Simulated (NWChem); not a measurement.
# H3S2 cation; SMILES [SH2+]S

```xyz
5

S     -0.0532    -1.1232     0.0000
S      0.0464     0.9899     0.0000
H      1.2954    -1.2398     0.0000
H     -0.8210     1.2953     0.9989
H     -0.8210     1.2953    -0.9989
```
Atoms are numbered in this order, from 1.

All runs: NWChem. Structure relaxed at the B3LYP/6-31G* (spherical d) level. Static field.

```csv
level,isotropic polarisability (bohr³),anisotropy (bohr³)
PBE/Sadlej pVTZ,38.3,19.0
B3LYP/Sadlej pVTZ,38.0,18.8
LC-BLYP (range parameter 0.33 per bohr)/Sadlej pVTZ,38.0,18.3
CAM-B3LYP/Sadlej pVTZ,37.8,18.5
```
